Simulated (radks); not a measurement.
Problem. The table gives one normalised radial function P(r) = r R(r) of Dy2+ in [Xe] 4f8 6p2 (r in bohr). Calculated with a radial shooting solver on a logarithmic mesh with Libxc functionals: scalar-relativistic Kohn-Sham, LDA (Slater exchange, Perdew-Wang correlation), spin-polarised, spherical densities, point nucleus; open shells are filled with parallel spins first (spin-orbit coupling, left out, can overturn this in heavy ions).

r,P
0.001915,0.0793
0.002595,0.0982
0.003517,0.1193
0.004767,0.1409
0.006512,0.1601
0.008826,0.1699
0.01196,0.1621
0.01621,0.1259
0.02197,0.0519
0.03001,-0.0628
0.04068,-0.1878
0.05513,-0.2667
0.07471,-0.2185
0.1021,0.0054
0.1383,0.2906
0.1875,0.3784
0.2541,0.0677
0.3444,-0.4296
0.4704,-0.5259
0.6376,0.0490
0.8641,0.7933
1.171,1.0589
1.6,0.7543
2.168,0.3199
2.939,0.0761
3.983,0.0090
5.397,0.0004
7.374,0.0000
9.993,0.0000

Which n and l does it have? It may be an empty orbital.

Solution. n = 5, l = 0: the number of nodes gives n - l - 1 = 4, the rise at small r (about r^(l+1), flatter next to the nucleus through relativity) gives l, and the extent must fit the shell. The curve is that of 5s down; the table hardly tells the two spins apart. 5s down: eigenvalue -77.462 eV, 4 radial nodes at r = 0.0256, 0.101, 0.265, 0.626 bohr, <r> = 1.26 bohr, 90 % of the charge inside 1.80 bohr.
